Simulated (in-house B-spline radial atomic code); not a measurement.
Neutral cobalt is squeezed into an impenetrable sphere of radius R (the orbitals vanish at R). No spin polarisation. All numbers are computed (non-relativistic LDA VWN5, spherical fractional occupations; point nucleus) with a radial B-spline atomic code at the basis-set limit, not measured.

Energies in eV above the free atom in [Ar] 3d7 4s2:

```json
{"R (bohr)": "7.87", "highest level (eV)": "-5.41", "[Ar] 3d7 4s2": "0.07645", "[Ne] 3s2 3p5 3d8 4s2": "56.43", "[Ar] 3d7 4s1 4p1": "4.587", "-dE/dV in [Ar] 3d7 4s2 (GPa)": "0.128"}
{"R (bohr)": "5.85", "highest level (eV)": "-4.51", "[Ar] 3d7 4s2": "0.8604", "[Ne] 3s2 3p5 3d8 4s2": "57.18", "[Ar] 3d7 4s1 4p1": "6.038", "-dE/dV in [Ar] 3d7 4s2 (GPa)": "2.59"}
{"R (bohr)": "4.65", "highest level (eV)": "-2.24", "[Ar] 3d7 4s2": "3.708", "[Ne] 3s2 3p5 3d8 4s2": "59.96", "[Ar] 3d7 4s1 4p1": "9.974", "-dE/dV in [Ar] 3d7 4s2 (GPa)": "18.4"}
{"R (bohr)": "4.31", "highest level (eV)": "-0.883", "[Ar] 3d7 4s2": "5.701", "[Ne] 3s2 3p5 3d8 4s2": "61.92", "[Ar] 3d7 4s1 4p1": "12.48", "-dE/dV in [Ar] 3d7 4s2 (GPa)": "33.9"}
{"R (bohr)": "3.79", "highest level (eV)": "2.53", "[Ar] 3d7 4s2": "11.3", "[Ne] 3s2 3p5 3d8 4s2": "67.45", "[Ar] 3d7 4s1 4p1": "19.17", "-dE/dV in [Ar] 3d7 4s2 (GPa)": "91.7"}
{"R (bohr)": "2.84", "highest level (eV)": "19.7", "[Ar] 3d7 4s2": "45.44", "[Ne] 3s2 3p5 3d8 4s2": "101.7", "[Ar] 3d7 4s1 4p1": "56.99", "-dE/dV in [Ar] 3d7 4s2 (GPa)": "780"}
{"R (bohr)": "2.8", "highest level (eV)": "21.1", "[Ar] 3d7 4s2": "48.48", "[Ne] 3s2 3p5 3d8 4s2": "104.8", "[Ar] 3d7 4s1 4p1": "60.26", "-dE/dV in [Ar] 3d7 4s2 (GPa)": "865"}
{"R (bohr)": "2.03", "highest level (eV)": "81.3", "[Ar] 3d7 4s2": "199.3", "[Ne] 3s2 3p5 3d8 4s2": "257.9", "[Ar] 3d7 4s1 4p1": "216.8", "-dE/dV in [Ar] 3d7 4s2 (GPa)": "8760"}
{"R (bohr)": "1.78", "highest level (eV)": "132", "[Ar] 3d7 4s2": "347.4", "[Ne] 3s2 3p5 3d8 4s2": "408.3", "[Ar] 3d7 4s1 4p1": "366.6", "-dE/dV in [Ar] 3d7 4s2 (GPa)": "22200"}
{"R (bohr)": "1.2", "highest level (eV)": "493", "[Ar] 3d7 4s2": "1678", "[Ne] 3s2 3p5 3d8 4s2": "1744", "[Ar] 3d7 4s1 4p1": "1686", "-dE/dV in [Ar] 3d7 4s2 (GPa)": "315000"}
```

Q: Does [Ne] 3s2 3p5 3d8 4s2 fall below [Ar] 3d7 4s2 under compression?

A: No, it stays above over the whole range.

Q: Does [Ar] 3d7 4s1 4p1 fall below [Ar] 3d7 4s2 under compression?

A: No, it stays above over the whole range.

The highest level is first positive in the row R = 3.79 bohr, pushed up by confinement above the zero of the free ion's potential. Each configuration is held fixed and needn't be the lowest in the sphere.
